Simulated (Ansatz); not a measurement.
A geometry relaxed with B3LYP-D3(BJ)/def2-TZVP run with Ansatz (a program for electronic structure), charge 0, multiplicity 1:

```xyz
5

B     -0.1994    -0.1587     0.0336
O     -1.4988    -0.3856     0.0462
H      2.4595     0.1752     0.0417
H     -2.0647     0.3688    -0.1673
B      1.3033     0.0003     0.0457
```

Question: Write the SMILES of this molecule.

Answer: `[H]/B=B/O`
